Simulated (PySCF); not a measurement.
## C₂H₁₁FOSi₃: full NMR table

| Property | Result |
| --- | --- |
| Formula | C2H11FOSi3 |
| SMILES | FC([SiH3])([SiH3])CO[SiH3] |
| Point group of the computed structure | C1 |
| Degrees of unsaturation | 0 |
| Carbon signals | 2 |
| Proton signals | 3 |

Atoms are numbered as in `[F:1][C:2]([SiH3:3])([SiH3:4])[CH2:5][O:6][SiH3:7]`. Each H is labelled by its parent atom.

One averaged value for each set of equivalent atoms, no relativistic terms, isolated molecule, one computed conformer. Structure optimised with GFN2-xTB; PBE0/pcSseg-1 with gauge-including orbitals; PySCF.

Shifts are taken against calculated references (same method and geometry level): 1H and 13C and 29Si vs TMS; 19F vs CFCl3; 17O against H2O.

| carbon | δC, type | δH (multiplicity) | HMBC from (2–3 bonds) | span of the C tensor (ppm) |
| --- | --- | --- | --- | --- |
| C2 | 92.8, C | – | H(C5), H(Si3)/H(Si4) | 127 |
| C5 | 74.1, CH2 | 4.25 (m) | H(Si7), H(Si3)/H(Si4) | 58 |

Other nuclei:
| atoms | nucleus | environment | δ (ppm) | σ (ppm) |
| --- | --- | --- | --- | --- |
| H(Si7) | 1H | hydrogen on a silicon bonded to O | 4.87 | 26.85 |
| H(Si3)/H(Si4) | 1H | hydrogen on a silicon bonded to C | 4.03 | 27.68 |
| F1 | 19F | fluorine on an sp3 carbon | -246.0 | 416.9 |
| Si7 | 29Si | silicon bonded to O, 3 H | -35.0 | 384.2 |
| Si3/Si4 | 29Si | silicon bonded to C, 3 H | -67.1 | 416.2 |
| O6 | 17O | oxygen bonded to C, Si | 15.8 | 320.3 |

1. Carbon types of the structure: 1 × C, 1 × CH2, leaving 9 H on heteroatoms.
2. δC 92.8: fully substituted sp3 carbon bonded to F and 2 Si; deshielded by the electronegative neighbour.
3. δC 74.1: sp3 CH2 bonded to O; pulled downfield by the heteroatom.
4. δH 4.87: hydrogen on a silicon bonded to O.
5. δH 4.25: hydrogen on an sp3 CH2 bonded to O; its carbon carries O, an electronegative neighbour.
6. δH 4.03: hydrogen on a silicon bonded to C.

Splittings by 19F in the carbon and heteronuclear signals aren't shown, as no couplings were computed. Shifts are as computed. Against solution values, carbons near 30 ppm lie about +3 ppm off and those near 130 ppm about +5 ppm. Of 1211 compounds with measured shifts, 218 miss one by over three times the rms of a fit or turn the order of signals round; such compounds aren't used in these exercises. Unscaled 19F shifts against computed CFCl3 carry errors that often reach 10 to 50 ppm. Experimental scales use liquid or dissolved standards, which lie at an offset from isolated H2O (liquid H2O: subtract about 36 ppm). Multiplicities follow the n + 1 count of equivalent neighbours, as no J values were calculated; m marks all less simple cases, F and P coupling included.
